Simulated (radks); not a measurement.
Values are calculated unless marked as measured or tabulated.
Species: Fe3+. Configuration: [Ar] 3d5 (the NIST ground configuration). Code: a radial shooting solver on a logarithmic mesh with Libxc functionals. Model: Dirac Kohn-Sham, revPBE, spin-unpolarised, spherical densities, point nucleus; open shells fill j = l - 1/2 first.

Spin-orbit splittings of the eigenvalues, e(l+1/2) - e(l-1/2), with zeta = 2 splitting/(2l+1) and mean radii in bohr:

| shell | occ. | splitting (eV) | zeta (eV) | <r> j=l-1/2 | <r> j=l+1/2 |
|---|---|---|---|---|---|
| 2p | 6 | 12.48 | 8.319 | 0.2334 | 0.2364 |
| 3p | 6 | 1.577 | 1.051 | 0.8391 | 0.8478 |
| 3d | 5 | 0.1775 | 0.07102 | 0.9873 | 0.9908 |
